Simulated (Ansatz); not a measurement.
Cost and result for the atomization energy of `CC1(Br)CO1` (10 atoms, 10 bonds).

```xyz
10

C    -0.5433    0.8561    0.7611
C    -0.2786   -0.2625   -0.1924
Br   -1.7408   -0.5207   -1.4496
C     1.0431   -0.6860   -0.6279
O     0.2630   -1.4317    0.3141
H    -1.4293    0.6390    1.3595
H    -0.7076    1.7893    0.2221
H     0.3143    0.9688    1.4279
H     1.9233   -0.2015   -0.2128
H     1.1561   -1.1507   -1.6019
```

Total charge 0; spin multiplicity 1. Correlated methods include outer-core shells of Br, which these sets cover unevenly. Scalar relativity is left out up to krypton. The structure was optimised at the PBE0-D4/def2-TZVP level. Program: Ansatz. All runs use 4 threads of an AMD EPYC 7B13 on a shared host. Times are those of one run each, without the atoms' runs, and a repeat can differ threefold. Electronic energies, without spin–orbit coupling; frozen cores. CCSD(T)/CBS adds CCSD(T) − MP2 in def2-TZVPP to the MP2 limit, and its time is that of the two runs behind it. T1 = 0.010. With those shells the extrapolation isn't a true limit.

CCSD(T)/CBS is a level of theory with its own doubt, some kJ/mol a heavy atom from the limit and from the frozen cores, so smaller differences don't rank the functionals.

| level | functions | wall time | atomization (kJ/mol) | difference from CCSD(T)/CBS | per bond |
| --- | --- | --- | --- | --- | --- |
| LDA (SPW92)/def2-TZVPP | 242 | 1.1 s | 4503.6 | 654.0 | 65.4 |
| BLYP-D4/def2-TZVPP | 242 | 1.7 s | 3844.4 | -5.2 | -0.5 |
| PBE0-D4/def2-TZVPP | 242 | 2.6 s | 3890.1 | 40.5 | 4.1 |
| BHLYP-D4/def2-TZVPP | 242 | 3 s | 3693.1 | -156.5 | -15.6 |
| CAM-B3LYP-D4/def2-TZVPP | 242 | 3.4 s | 3851.3 | 1.7 | 0.2 |
| r2SCAN-D4/def2-TZVPP (with forces) | 242 | 3.8 s | 3875.8 | 26.2 | 2.6 |
| B2PLYP/def2-TZVPP | 242 | 4.7 s | 3803.0 | -46.6 | -4.7 |
| B97M-V/def2-TZVPP | 242 | 7 s | 3856.0 | 6.4 | 0.6 |
| CCSD(T)/def2-SVP | 113 | 7 s | 3660.6 | -189.0 | -18.9 |
| ωB97M-V/def2-TZVPP (with forces) | 242 | 9 s | 3855.5 | 5.9 | 0.6 |
| MP2/def2-QZVPP | 467 | 20 s | 3904.8 | 55.2 | 5.5 |
| CCSD(T)/def2-TZVPP | 242 | 2.6 min | 3748.4 | -101.2 | -10.1 |
| CCSD(T)/CBS(def2) | – | 2.9 min | 3849.6 | 0.0 | 0.0 |

From r2SCAN to r2SCAN0 (25 % exact exchange), in def2-TZVPP and without D4, the atomization energy moves by −74.9 kJ/mol: exact exchange takes away binding that semilocal exchange gives to molecules. Leaving LDA and LC-ωPBE aside and taking each functional with its dispersion term where it has one, the values, not all of them listed here, spread over 290.5 kJ/mol, from BHLYP-D4 to PBE-D4. LDA lies +540.7 kJ/mol from PBE without D4, its usual overbinding. In def2-TZVPP, CCSD(T) changes the Hartree–Fock value by +1038.7 kJ/mol (the triples alone add +72.3 kJ/mol) and MP2 by +1136.0 kJ/mol; breaking electron pairs costs correlation energy, which Hartree–Fock lacks.
